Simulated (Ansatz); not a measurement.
Job for Ansatz (a first-principles code): R-CAM-B3LYP/def2-TZVPP on ClO-, 2S+1 = 1, a spin state set in the input, which need not be the lowest, a point of a bond scan (R = 1.678 Å). Charge -1.

Ansatz 0.2 input:
```yaml
crystal:
  periodic: [false, false, false]
  atoms:
    - {symbol: O, position_ang: [0.00000000, 0.00000000, 0.00000000]}
    - {symbol: Cl, position_ang: [0.00000000, 0.00000000, 1.67823100]}
basis:
  gaussian:
    orbitals: def2-TZVPP
    pivot_positions_ang: [[0.00000000, 0.00000000, 0.00000000], [0.00000000, 0.00000000, 1.67823100]]
hamiltonian:
  xc: {name: CAM-B3LYP}
total_charge: -1
output: {forces: true, orbitals: {seedname: ./end}}
```

The log:

```
WARN ansatz: RAYON_NUM_THREADS=1 ignored (pool sized by the plan → 1); use --threads N
Functional definition: CAM-B3LYP
integrals: 0.01 GiB planned
464 factors; their error is unknown
integrals: 0.05 GiB planned
91 factors; integrals over basis functions are off by at most 1.8e-5 eV
mean field: 0.17 GiB planned
mean field evaluation 1: about -14567.7229 eV, gradient 2.9e1 eV
mean field evaluation 2: about -14568.2033 eV, gradient 2.6e1 eV
mean field evaluation 4: about -14569.2995 eV, gradient 1.3e0 eV
mean field evaluation 8: about -14569.3290 eV, gradient 1.9e-2 eV
mean field -14569.32904272 eV, -535.4129668739 hartree, gradient 2.9e-5 eV, S^2 0.000000; 0 other end points of the search recorded, 0 dependent functions left out
the calculation of the forces begins
reference -14569.32911304 eV, -535.4129694584 hartree; 13, 13 occupied and 60, 60 virtual orbitals, 464 factors
Total energy: -14569.32911304 eV, -535.4129694584 hartree
Atom 0 at     0.000000     0.000000     0.000000 Å, force     0.000000     0.000000    -0.107515 eV/Å
Atom 1 at     0.000000     0.000000     1.678231 Å, force    -0.000000    -0.000000     0.107515 eV/Å
Dipole moment:     0.000000     0.000000     0.540876 e Å
```

The run converged.

Cost: about 1.1 core-seconds (a rough figure).
